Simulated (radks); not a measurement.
Task: The tin ion Sn+, configuration [Kr] 4d10 5s2 7d1 (not the ground configuration). All-electron calculation, Dirac Kohn-Sham, PBE, spin-unpolarised, spherical densities, point nucleus; open shells are shared between the two j in proportion to 2j + 1. Program: a radial shooting solver on a logarithmic mesh with Libxc functionals. Some entries of the table are withheld. Estimate them.

| orbital | occ. | eigenvalue (eV) | <r> (bohr) | <1/r> (bohr^-1) |
|---|---|---|---|---|
| 1s1/2 | 2 | -29010.66 | 0.02905 | 53.09 |
| 2s1/2 | 2 | -4391.282 | 0.1251 | 12.31 |
| 2p1/2 | 2 | -4102.715 | 0.1058 | 12.29 |
| 2p3/2 | 4 | -3872.073 | 0.1112 | 11.45 |
| 3s1/2 | 2 | -859.8243 | 0.3391 | 4.352 |
| 3p1/2 | 2 | -742.6318 | 0.3299 | 4.260 |
| 3p3/2 | 4 | -700.5147 | 0.3411 | 4.053 |
| 3d3/2 | 4 | -493.4674 | (1) | (2) |
| 3d5/2 | 6 | -484.7742 | (3) | (4) |
| 4s1/2 | 2 | -149.1232 | 0.8186 | 1.706 |
| 4p1/2 | 2 | -110.1718 | 0.8656 | (5) |
| 4p3/2 | 4 | -102.6027 | 0.8952 | (6) |
| 4d3/2 | 4 | (7) | (8) | 1.233 |
| 4d5/2 | 6 | (9) | (10) | 1.215 |
| 5s1/2 | 2 | -23.9759 | 2.220 | 0.5816 |
| 7d3/2 | 0.4 | (11) | 16.17 | 0.08378 |
| 7d5/2 | 0.6 | (12) | 16.18 | 0.08410 |

Result: 
(1) 3d3/2 <r> (bohr): 0.3125
(2) 3d3/2 <1/r> (bohr^-1): 3.898
(3) 3d5/2 <r> (bohr): 0.3161
(4) 3d5/2 <1/r> (bohr^-1): 3.845
(5) 4p1/2 <1/r> (bohr^-1): 1.589
(6) 4p3/2 <1/r> (bohr^-1): 1.522
(7) 4d3/2 eigenvalue (eV): -41.6654
(8) 4d3/2 <r> (bohr): 1.083
(9) 4d5/2 eigenvalue (eV): -40.6167
(10) 4d5/2 <r> (bohr): 1.097
(11) 7d3/2 eigenvalue (eV): -1.9228
(12) 7d5/2 eigenvalue (eV): -1.9157
